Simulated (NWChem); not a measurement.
System: C3H5FOSi; SMILES C=C1C[Si@@H](F)O1

The following NWChem deck was run.

```
start job
memory heap 200 mb stack 900 mb global 1100 mb
geometry units angstroms noautoz
  C      0.264585     2.536692    -0.316767
  C      0.042934     1.237418    -0.067336
  C     -1.250553     0.419398    -0.017248
  Si    -0.062771    -0.968921     0.424733
  F      0.146569    -2.143767    -0.688123
  O      1.057089     0.314557     0.238932
  H     -0.576783     3.202386    -0.549417
  H      1.285074     2.943896    -0.293036
  H     -1.767270     0.327809    -0.993524
  H     -1.977738     0.755692     0.748035
  H     -0.009438    -1.646591     1.752925
end
basis spherical
  * library 3-21g
end
dft
  xc xpbe96 cpbe96
  iterations 150
end
tddft
  cis
  nroots 6
  notriplet
end
task tddft energy
```

Output (shortened):

```
             Northwest Computational Chemistry Package (NWChem) 7.3.0
             --------------------------------------------------------

 C1  symmetry detected

                             Geometry "geometry" -> ""
                             -------------------------

 Output coordinates in angstroms (scale by  1.889725989 to convert to a.u.)

  No.       Tag          Charge          X              Y              Z
 ---- ---------------- ---------- -------------- -------------- --------------
    1 C                    6.0000     0.20225294     2.53132643    -0.34078595
    2 C                    6.0000     0.01363555     1.22997612    -0.07551482
    3 C                    6.0000    -1.26166245     0.38797070     0.02152146
    4 Si                  14.0000    -0.03397900    -0.97424570     0.43475598
    5 F                    9.0000     0.16231028    -2.15316411    -0.67617009
    6 O                    8.0000     1.05455618     0.32881820     0.20445219
    7 H                    1.0000    -0.65871974     3.17919537    -0.55094428
    8 H                    1.0000     1.21497735     2.95797392    -0.35250016
    9 H                    1.0000    -1.80736547     0.27933334    -0.93707437
   10 H                    1.0000    -1.97041857     0.71610346     0.80736076
   11 H                    1.0000     0.07463428    -1.64087450     1.76516351

 Effective nuclear repulsion energy (a.u.)     295.6248165182

  pbe96 is a nonlocal functional; adding pw91lda local functional.

                                 NWChem DFT Module
                                 -----------------

 Summary of "ao basis" -> "ao basis" (spherical)
 ------------------------------------------------------------------------------
       Tag                 Description            Shells   Functions and Types
 ---------------- ------------------------------  ------  ---------------------
 C                           3-21g                   5        9   3s2p
 Si                          3-21g                   7       13   4s3p
 F                           3-21g                   5        9   3s2p
 O                           3-21g                   5        9   3s2p
 H                           3-21g                   2        2   2s

            General Information
            -------------------
          SCF calculation type: DFT
          Wavefunction type:  closed shell.
          No. of atoms     :    11
          No. of electrons :    54
           Alpha electrons :    27
            Beta electrons :    27
          Charge           :     0
          Spin multiplicity:     1
          Use of symmetry is: off; symmetry adaption is: off
          Maximum number of iterations: 150
          AO basis - number of functions:    68
                     number of shells:    42
          Convergence on energy requested:  1.00D-06
          Convergence on density requested:  1.00D-05
          Convergence on gradient requested:  5.00D-04

              XC Information
              --------------
          PerdewBurkeErnzerhof Exchange Functional  1.000
            Perdew 1991 LDA Correlation Functional  1.000 local
           PerdewBurkeErnz. Correlation Functional  1.000 non-local

             Grid Information
             ----------------
          Grid used for XC integration:  medium
          Radial quadrature: Mura-Knowles
          Angular quadrature: Lebedev.
          Tag              B.-S. Rad. Rad. Pts. Rad. Cut. Ang. Pts.
          ---              ---------- --------- --------- ---------
          C                   0.70       49          11.0       434
          Si                  1.10       88          10.0       590
          F                   0.50       49          11.0       434
          O                   0.60       49           9.0       434
          H                   0.35       45          12.0       434
          Grid pruning is: on
          Number of quadrature shells:   558
          Spatial weights used:  Erf1

      Superposition of Atomic Density Guess
      -------------------------------------

 Sum of atomic energies:        -575.43154690

      Non-variational initial energy
      ------------------------------

 Total energy =    -578.107548
 1-e energy   =   -1381.909862
 2-e energy   =     508.177498
 HOMO         =      -0.254683
 LUMO         =       0.065446

[...]

                                NWChem TDDFT Module
                                -------------------

            General Information
            -------------------
           No. of orbitals :     136
            Alpha orbitals :      68
             Beta orbitals :      68
        Alpha frozen cores :       0
         Beta frozen cores :       0
     Alpha frozen virtuals :       0
      Beta frozen virtuals :       0
         Spin multiplicity :       1
    Number of AO functions :      68
        Use of symmetry is : off
      Symmetry adaption is : off
         Schwarz screening :  0.10D-07

              XC Information
              --------------
   PerdewBurkeErnzerhof Exchange Functional   1.00
     Perdew 1991 LDA Correlation Functional   1.00 local
    PerdewBurkeErnz. Correlation Functional   1.00 non-local

             TDDFT Information
             -----------------
          Calculation type : Tamm-Dancoff TDDFT
         Wavefunction type : Restricted singlets
          No. of electrons :      54
           Alpha electrons :      27
            Beta electrons :      27
              No. of roots :       6
          Max subspacesize :    5200
            Max iterations :     100
               Target root :       1
           Target symmetry : none
      Symmetry restriction : off
                 Algorithm : Optimal
        Davidson threshold :  0.10D-03

    6 smallest eigenvalue differences (eV)
--------------------------------------------------------
  No. Spin  Occ  Vir  Irrep   E(Occ)    E(Vir)   E(Diff)
--------------------------------------------------------
    1    1   27   28 a        -0.194    -0.004     5.179
    2    1   27   29 a        -0.194    -0.002     5.217
    3    1   27   30 a        -0.194     0.021     5.849
    4    1   27   31 a        -0.194     0.047     6.551
    5    1   26   28 a        -0.269    -0.004     7.230
    6    1   26   29 a        -0.269    -0.002     7.268
--------------------------------------------------------

  Entering Davidson iterations
  Restricted singlet excited states

  Iter   NTrls   NConv    DeltaV     DeltaE      Time
  ----  ------  ------  ---------  ---------  ---------
    1      6       0     0.27E+00   0.10+100        1.1
    2     12       0     0.84E-01   0.60E-01        1.1
    3     18       0     0.57E-01   0.14E-01        1.1
    4     24       1     0.98E-02   0.53E-02        1.1
    5     29       2     0.11E-02   0.20E-03        1.0
    6     33       5     0.10E-03   0.19E-05        0.9
    7     34       6     0.66E-04   0.16E-07        0.6
  ----  ------  ------  ---------  ---------  ---------
  Convergence criterion met

  Ground state a        -578.317845861924 a.u.

  ----------------------------------------------------------------------------
  Root   1 singlet a              0.193641697 a.u.                5.2693 eV
  ----------------------------------------------------------------------------
     Transition Moments    X  0.07158   Y  0.03291   Z  0.02999
     Dipole Oscillator Strength                    0.0009173849
     Electric Quadrupole                           0.0000000038
     Magnetic Dipole                               0.0000001395
     Total Oscillator Strength                     0.0009175281

     Occ.   27  a   ---  Virt.   28  a       -0.24603
     Occ.   27  a   ---  Virt.   29  a       -0.96815
  ----------------------------------------------------------------------------
  Root   2 singlet a              0.220021402 a.u.                5.9871 eV
  ----------------------------------------------------------------------------
     Transition Moments    X -0.03304   Y  0.29142   Z  0.05534
     Dipole Oscillator Strength                    0.0130660280
     Electric Quadrupole                           0.0000000179
     Magnetic Dipole                               0.0000000794
     Total Oscillator Strength                     0.0130661253

     Occ.   24  a   ---  Virt.   28  a        0.05971
     Occ.   26  a   ---  Virt.   29  a        0.08050
     Occ.   27  a   ---  Virt.   28  a        0.21104
     Occ.   27  a   ---  Virt.   30  a       -0.96532
  ----------------------------------------------------------------------------
  Root   3 singlet a              0.243491155 a.u.                6.6257 eV
  ----------------------------------------------------------------------------
     Transition Moments    X -0.05114   Y -0.00494   Z -0.19993
     Dipole Oscillator Strength                    0.0069170379
     Electric Quadrupole                           0.0000000910
     Magnetic Dipole                               0.0000002098
     Total Oscillator Strength                     0.0069173387

     Occ.   26  a   ---  Virt.   29  a        0.05479
     Occ.   27  a   ---  Virt.   28  a        0.19818
     Occ.   27  a   ---  Virt.   29  a       -0.07316
     Occ.   27  a   ---  Virt.   31  a       -0.96848
  ----------------------------------------------------------------------------
  Root   4 singlet a              0.269924866 a.u.                7.3450 eV
  ----------------------------------------------------------------------------
     Transition Moments    X -0.13252   Y -0.90671   Z  0.13425
     Dipole Oscillator Strength                    0.1543435191
     Electric Quadrupole                           0.0000008962
     Magnetic Dipole                               0.0000003981
     Total Oscillator Strength                     0.1543448134

[...]
```

Level: PBE/3-21G, TDA. STO-3G and 3-21G are far too small for this property and stand as cheap habits. Structure relaxed at the PBE-D3(BJ)/def2-SVP level.
